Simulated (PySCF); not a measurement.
# Löwdin shares of the frontier orbitals

Compound: In(CCH)3, C6H3In.
Structure used (PBE0-D3(BJ)/def2-SVP), in Å, numbered top down from 1:
```xyz
10
C6H3In angstrom
In     0.004   -0.008   -0.012
C      2.089   -0.017   -0.029
C      3.309   -0.025   -0.037
H      4.385   -0.032   -0.046
C     -1.024    1.806   -0.004
C     -1.618    2.871    0.015
H     -2.145    3.809    0.029
C     -1.037   -1.814   -0.002
C     -1.649   -2.868    0.031
H     -2.190   -3.798    0.059
```

Computed, not measured: PySCF 2.14.0, density-fitted response routines, TDDFT CAM-B3LYP/def2-SVPD, vertical, gas phase, core orbitals frozen in the response, def2 core potentials past Kr. Spin–orbit coupling is left out.

Frontier orbitals with the atoms that hold most of them (Löwdin shares over 4%, at most four atoms; ? is withheld):

```tsv
orbital	ε (eV)	atoms
LUMO+2	1.22	In1 21%, C6 19%, C5 18%, C9 16%
LUMO+1	0.66	In1 74%, C5 5%, C8 5%, C2 4%
LUMO	-1.34	?
HOMO	?	C2 20%, C3 20%, C8 14%, C5 14%
HOMO-1	-9.59	C2 31%, C3 31%, C8 8%, C9 8%
HOMO-2	-9.60	C5 23%, C6 23%, C8 22%, C9 22%
HOMO-3	-9.60	C3 24%, C2 24%, C8 12%, C9 11%
```

Problem. Which atoms hold the LUMO, and with what shares?

Solution. In1 (bonded to 3 C) 47%; C8 (bonded to C and In) 11%; C5 (bonded to C and In) 11%; C2 (bonded to C and In) 11%. By element: indium 47%, carbon 32% or more.

Problem. What is the HOMO energy, and the HOMO–LUMO gap?

Solution. ε(HOMO) = -9.53 eV; the gap is 8.19 eV (0.3008 hartree).

Problem. The HOMO–LUMO gap is 8.19 eV. Where does the response calculation put the lowest singlet, and from which orbitals?

Solution. S1 is at 4.90 eV (f = 0.0000), 3.29 eV below the gap, made of HOMO→LUMO (88%). Without the coupling terms of the response equations the lowest excitation would equal the gap.

Next come S2 at 4.95 eV (f 0.0000), HOMO-4→LUMO (50%), HOMO-3→LUMO (38%); S3 at 4.95 eV (f 0.0000), HOMO-3→LUMO (48%), HOMO-4→LUMO (39%); S4 at 5.38 eV (f 0.090), HOMO-1→LUMO (84%); S5 at 5.38 eV (f 0.091), HOMO-2→LUMO (82%).

Orbitals of the list HOMO-3 to LUMO+2 that lie within 0.01 eV of each other are written together with a slash and their weights summed (≥ marks a lower bound); for degenerate orbitals outside that list single weights are arbitrary.

Löwdin shares depend on the basis, the more so with diffuse functions.
